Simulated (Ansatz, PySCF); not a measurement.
Pair of molecules: NH3 (SMILES N) (first 4 atoms) with H2Se (SMILES [SeH2]); geometry from B3LYP-D3(BJ)/def2-TZVP, rigid monomers moved along the line of their centres of mass till N1···H7 is 2.47 Å.
(charge 0, multiplicity 1):
```xyz
7

N     -0.068    -0.198     0.016
H     -0.979    -0.306    -0.415
H      0.383     0.601    -0.415
H      0.479    -1.022    -0.208
Se    -0.406     0.246     3.935
H      0.921     0.866     4.056
H     -0.256     0.093     2.464
```

Monomers are frozen at their geometry in the pair; levels with a basis set take the counterpoise correction. Rows marked so take none.

Correlated levels freeze the cores. Filled d and f shells under p-block atoms count as core. Rows in 3-21G carry no dispersion term and start afresh at each structure; the Pople sets are all-electron and without relativity.

Run with Ansatz (a first-principles code) with Gaussian orbitals; PySCF for 3-21G rows. 

Task: What interaction energy does PBE/def2-TZVPPD give?

Result: -13 kJ/mol

Task: Predict the interaction energy from B3LYP/3-21G (no counterpoise).

Result: -27 kJ/mol

Task: What interaction energy does SCS-MP2/aug-cc-pVDZ give?

Result: -10 kJ/mol
